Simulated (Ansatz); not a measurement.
Cartesian coordinates in Å:
```
C -0.649 0.364 -0.059
N -0.797 -0.772 0.402
As 1.043 -0.045 0.767
H -1.275 1.068 -0.602
H 1.677 -0.615 -0.509
```

Total charge 0; spin multiplicity 1.

Problem. List the ωB97M-V/def2-TZVPP orbital energies in eV (Ansatz 0.2.0). (Estimate.)

Solution. The calculation gave: Occupied: -11605.23, -1473.29, -1314.58, -1314.53, -1314.52, -395.70, -283.42, -195.70, -141.87, -141.70, -141.67, -48.23, -48.16, -48.15, -48.00, -47.99, -29.39, -19.74, -19.06, -14.53, -13.80, -12.82, -10.16, -9.14. Lowest empty: 1.00, 1.57, 2.33, 2.79, 4.02, 5.56, 6.75, 7.17.
